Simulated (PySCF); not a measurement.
## Electron correlation in Sb³⁺ (antimony, charge +3)

[Kr] 4d10 5s2, closed-shell 1S. Computed with PySCF 2.14 in x2c-QZVPPall (13s9p7d4f1g, 112 functions), with the spin-free X2C one-electron Hamiltonian (Gaussian nucleus). Frozen: [Kr] 4d10; 2 electrons correlated.

With two correlated electrons CCSD is exact within the correlated space (frozen core and kept virtual orbitals).

| level | correlation energy (mhartree) |
| --- | --- |
| CCSD | -35.78 |

Diagnostics: T1 = 0.0032, D1 = 0.0045, largest double amplitude 0.097.

Cost of the coupled-cluster step: of the order of 4 core-seconds, for 2 correlated electrons.
